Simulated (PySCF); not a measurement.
Computed shifts of a molecule C6H6, PySCF with HF/pcSseg-1, GIAO, gas phase, equivalent atoms averaged, in ppm (number of nuclei): ¹³C: 144.5 (1), 139.5 (1), 138.4 (1), 128.5 (1), 94.4 (1), 77.0 (1). ¹H: 6.66 (1), 6.38 (1), 6.31 (1), 6.17 (1), 5.88 (1), 3.96 (1). References: ¹³C against TMS (σ = 192.6 ppm); ¹H against TMS (σ = 31.99 ppm), references at their B3LYP-D3(BJ)/def2-TZVP geometries, non-relativistic. Geometry: B3LYP-D3(BJ)/def2-SVP. Other conformers were not sampled.

### Question
Pick the molecule that these values belong to.
(A) C#C/C=C\C=C
(B) C=C=CC#CC
(C) C#CC(C)C#C
(D) C#CC(=C)C=C

### Answer
D, C#CC(=C)C=C
